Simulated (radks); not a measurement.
All-electron atom: Ce in [Xe] 4f1 5d1 6s2.

All-electron calculation, scalar-relativistic Kohn-Sham, Slater X-alpha with alpha = 0.757, spin-unpolarised, spherical densities, finite nucleus; Fermi nuclear charge, rms radius 4.8771 fm. Program: a radial shooting solver on a logarithmic mesh with Libxc functionals.

Energy parts (eV):
| part | energy |
|---|---|
| total | -241491.99 |
| kinetic | 255989.97 |
| electron-nucleus | -584754.90 |
| Hartree | 93374.83 |
| exchange | -6101.89 |

Orbitals (lengths in bohr, moments of r in powers of bohr; <r^-3> diverges for s and p1/2):
| orbital | occ. | eigenvalue (eV) | <r^-3> | <1/r> |
|---|---|---|---|---|
| 1s | 2 | -40296.74 | - | 63.32 |
| 2s | 2 | -6463.898 | - | 14.61 |
| 2p | 6 | -5795.590 | 7993 | 13.84 |
| 3s | 2 | -1394.448 | - | 5.304 |
| 3p | 6 | -1181.463 | 1603 | 5.026 |
| 3d | 10 | -877.9140 | 220.2 | 4.771 |
| 4s | 2 | -282.4768 | - | 2.219 |
| 4p | 6 | -212.7134 | 348.0 | 2.048 |
| 4d | 10 | -112.0770 | 39.31 | 1.788 |
| 4f | 1 | -6.2475 | 4.448 | 1.235 |
| 5s | 2 | -40.8540 | - | 0.8809 |
| 5p | 6 | -23.2908 | 51.66 | 0.7508 |
| 5d | 1 | -2.8589 | 2.509 | 0.4563 |
| 6s | 2 | -3.4626 | - | 0.2931 |

The highest occupied level is 5d at -2.859 eV. The density falls to 0.001 e/bohr^3 at r = 5.40 bohr.
